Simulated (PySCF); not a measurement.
Mg(OSiH3)2 (H₆MgO₂Si₂), SMILES [SiH3][O][Mg][O][SiH3].

Coordinates come from a PBE0-D3(BJ)/def2-SVP optimisation. The structure was generated by enumeration; whether it is a known compound was not checked. Other conformers were not sampled.

Two levels are set side by side: TDA-PBE/def2-SVPD (PySCF) and TDA-ωB97X/def2-SVPD (PySCF). Vertical, same geometry. The lowest singlet is HOMO−1→LUMO 100 % with PBE and HOMO−1→LUMO 81 % with the other functional; states are paired by order. Differences are taken from unrounded values.

```
quantity                              TDA-ωB97X
------------------------------------  ---------
lowest singlet excitation (eV)             6.12
lowest triplet excitation (TDA) (eV)       6.00
```

Q: What does TDA-PBE give, and how far is it from TDA-ωB97X? (The exact figures need the calculation; the answer reports its results.)

A: 
```json
[
 {"quantity": "lowest singlet excitation (eV)", "TDA-PBE": "4.45", "TDA-PBE minus TDA-ωB97X": "-1.67"},
 {"quantity": "lowest triplet excitation (TDA) (eV)", "TDA-PBE": "4.33", "TDA-PBE minus TDA-ωB97X": "-1.67"}
]
```

Functionals without exact exchange tend to place singlet excitations lower, as here. Differences between two approximate levels are no errors against the true value.

Rough cost on one machine, each run with all the roots and properties that it gave: TDA-ωB97X against TDA-PBE about 5 times.
